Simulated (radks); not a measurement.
Neutral antimony inside a hard spherical wall (all orbitals vanish at R), configuration held at [Kr] 4d10 5s2 5p3 and not refilled when levels cross. Calculated with a radial shooting solver on a logarithmic mesh with Libxc functionals: scalar-relativistic Kohn-Sham, LDA (Slater exchange, Perdew-Wang correlation), spin-polarised, spherical densities, point nucleus; open shells are filled with parallel spins first (spin-orbit coupling, left out, can overturn this in heavy ions). Eigenvalues in eV for spin up, with the zero of energy where the potential of the charges vanishes at infinity; a dash marks a level that is unbound or too diffuse for the functional's potential to be trusted. A positive occupied level is held by the wall or, in an anion where self-interaction has pushed it up, behind a barrier. The pressure on the wall is -dE/dV.

[
 {"R (bohr)": "free", "E (hartree)": "-6476.01037", "kinetic (hartree)": "6771.561", "e(4p)": "-101.44", "e(4d)": "-33.467", "e(5s)": "-13.593", "e(5p)": "-5.520", "e(6s, empty)": "-0.541", "e(5d, empty)": "-", "pressure (GPa)": "0"},
 {"R (bohr)": "15", "E (hartree)": "-6476.01037", "kinetic (hartree)": "6771.561", "e(4p)": "-101.44", "e(4d)": "-33.467", "e(5s)": "-13.593", "e(5p)": "-5.520", "e(6s, empty)": "-0.482", "e(5d, empty)": "0.898", "pressure (GPa)": "< 0.0001"},
 {"R (bohr)": "10", "E (hartree)": "-6476.01013", "kinetic (hartree)": "6771.564", "e(4p)": "-101.42", "e(4d)": "-33.446", "e(5s)": "-13.575", "e(5p)": "-5.503", "e(6s, empty)": "0.066", "e(5d, empty)": "1.515", "pressure (GPa)": "0.00705"},
 {"R (bohr)": "7", "E (hartree)": "-6475.99991", "kinetic (hartree)": "6771.642", "e(4p)": "-100.97", "e(4d)": "-33.001", "e(5s)": "-13.232", "e(5p)": "-5.132", "e(6s, empty)": "2.842", "e(5d, empty)": "3.290", "pressure (GPa)": "0.629"},
 {"R (bohr)": "6", "E (hartree)": "-6475.97319", "kinetic (hartree)": "6771.808", "e(4p)": "-100.23", "e(4d)": "-32.283", "e(5s)": "-12.686", "e(5p)": "-4.484", "e(6s, empty)": "6.075", "e(5d, empty)": "5.053", "pressure (GPa)": "3.09"},
 {"R (bohr)": "5", "E (hartree)": "-6475.87394", "kinetic (hartree)": "6772.329", "e(4p)": "-98.459", "e(4d)": "-30.566", "e(5s)": "-11.327", "e(5p)": "-2.751", "e(6s, empty)": "13.339", "e(5d, empty)": "8.764", "pressure (GPa)": "16.9"},
 {"R (bohr)": "4", "E (hartree)": "-6475.47398", "kinetic (hartree)": "6774.093", "e(4p)": "-94.275", "e(4d)": "-26.558", "e(5s)": "-7.580", "e(5p)": "2.201", "e(6s, empty)": "31.414", "e(5d, empty)": "17.659", "pressure (GPa)": "112"},
 {"R (bohr)": "3", "E (hartree)": "-6473.55375", "kinetic (hartree)": "6781.413", "e(4p)": "-83.745", "e(4d)": "-16.578", "e(5s)": "5.515", "e(5p)": "19.045", "e(6s, empty)": "84.488", "e(5d, empty)": "43.563", "pressure (GPa)": "1060"},
 {"R (bohr)": "2.5", "E (hartree)": "-6470.06851", "kinetic (hartree)": "6793.961", "e(4p)": "-71.740", "e(4d)": "-4.905", "e(5s)": "25.508", "e(5p)": "43.504", "e(6s, empty)": "151.72", "e(5d, empty)": "76.670", "pressure (GPa)": "4210"},
 {"R (bohr)": "2", "E (hartree)": "-6459.32543", "kinetic (hartree)": "6830.904", "e(4p)": "-46.569", "e(4d)": "21.329", "e(5s)": "79.590", "e(5p)": "106.03", "e(6s, empty)": "302.10", "e(5d, empty)": "151.80", "pressure (GPa)": "22100"},
 {"R (bohr)": "1.5", "E (hartree)": "-6417.21437", "kinetic (hartree)": "6962.489", "e(4p)": "20.225", "e(4d)": "96.015", "e(5s)": "258.70", "e(5p)": "298.90", "e(6s, empty)": "706.95", "e(5d, empty)": "357.44", "pressure (GPa)": "172000"}
]
